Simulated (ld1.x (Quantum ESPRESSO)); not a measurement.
# Which change was made? (Pd, TM semilocal)

ld1.x (Quantum ESPRESSO) 7.5 input, shortened:

```
&input
   title='Pd', zed=46., rel=1, dft='PBESOL', iswitch=3,
   config='[Kr] 4d9 5s1 5p0'
 /
 &inputp
   pseudotype=1, tm=.true., lloc=2,
   nlcc=.true., rcore=0.75
 /
3
5S  1  0   1.00   0.00  1.85  1.85  0.0
5P  2  1   0.00   0.00  3.60  3.60  0.0
4D  3  2   9.00   0.00  1.10  1.10  0.0
 &test
   configts(1)='4d9 5s1 5p0'
 /
```

Cutoffs, loose and tight: the cutoffs (Ry, on a coarse ladder) from which the occupation-weighted sum of valence levels, in a spherical-Bessel basis at the reference potential, stays within 10 and 1 mRy of its value at 400 Ry. They do not see the model core or the augmentation charge, which bear on the density cutoff. Test errors are all-electron minus pseudo excitation energies from the reference, over the configurations 4d10 5s0 5p0; 4d9 5s0 5p0; 4d8 5s0 5p0; 4d9 5s0 5p1; 4d7 5s0 5p0; 4d6 5s0 5p0; 4d9.5 5s0 5p0; variants that change the core or the reference have their own tests.

The base gives: outcome: generated; cutoff, loose: 80 Ry; cutoff, tight: 110 Ry; bound ghosts: none; largest test error (meV): -946.

(1) After one change the result is: outcome: generated; cutoff, loose: 60 Ry; cutoff, tight: 90 Ry; bound ghosts: none; largest test error (meV): -975. Which change was it?
A. wave 4d (bound): rc 1.10 bohr becomes 4d (bound): rc 1.68 bohr
B. wave 4d (bound): rc 1.10 bohr becomes 4d (bound): rc 0.80 bohr
C. wave 4d (bound): rc 1.10 bohr becomes 4d (bound): rc 0.94 bohr

## Answers

(1) A. The others give: wave 4d (bound): rc 1.10 bohr becomes 4d (bound): rc 0.94 bohr → outcome: generated; cutoff, loose: 160 Ry; cutoff, tight: 300 Ry; bound ghosts: none; largest test error (meV): -929 | wave 4d (bound): rc 1.10 bohr becomes 4d (bound): rc 0.80 bohr → outcome: generated; cutoff, loose: 300 Ry; cutoff, tight: over 300 Ry; bound ghosts: none; largest test error (meV): -884.
